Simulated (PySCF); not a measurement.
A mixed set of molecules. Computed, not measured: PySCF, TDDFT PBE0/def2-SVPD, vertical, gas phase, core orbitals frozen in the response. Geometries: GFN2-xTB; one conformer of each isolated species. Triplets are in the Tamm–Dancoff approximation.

Task: Rank by computed HOMO–LUMO gap, highest first.
A. `O[C@H](CF)C(F)F`
B. `C[C@H](F)OC(F)F`
C. `C=CC[Si@@H]([SiH3])N`
D. `CN1[SiH2]CC[SiH2]1`
E. `[SiH2]1[SiH2][SiH2][Si]1(C=C)O`
F. `O=CCC(=O)OC1=CC1`
G. `C=CP(C)CC#N`
H. `C#CCn1ncc([SiH3])n1`

Result: B (10.44 eV), A (9.16 eV), H (7.26 eV), D (6.97 eV), C (6.82 eV), G (6.41 eV), F (5.67 eV), E (5.23 eV).

```csv
SMILES,gap (eV),T1 (eV),f (S1),LUMO (eV),first f ≥ 0.01 (nm),HOMO (eV),S1 mainly
C[C@H](F)OC(F)F,10.44,8.93,0.023,0.67,135,-9.77,H→L (94%)
O[C@H](CF)C(F)F,9.16,7.24,0.010,0.39,163,-8.77,H→L (96%)
C#CCn1ncc([SiH3])n1,7.26,4.87,0.004,-0.55,197,-7.80,H-3→L (58%)
CN1[SiH2]CC[SiH2]1,6.97,5.43,0.000,0.33,209,-6.64,H→L (88%)
C=CC[Si@H](N)[SiH3],6.82,4.27,0.010,-0.21,208,-7.03,H-1→L (66%)
C=CP(C)CC#N,6.41,4.01,0.164,-0.57,224,-6.98,H→L (95%)
O=CCC(=O)OC1=CC1,5.67,3.62,0.006,-1.58,253,-7.24,H-1→L (74%)
C=C[Si]1(O)[SiH2][SiH2][SiH2]1,5.23,3.57,0.002,-1.65,244,-6.88,H→L (98%)
```

H and L stand for HOMO and LUMO.
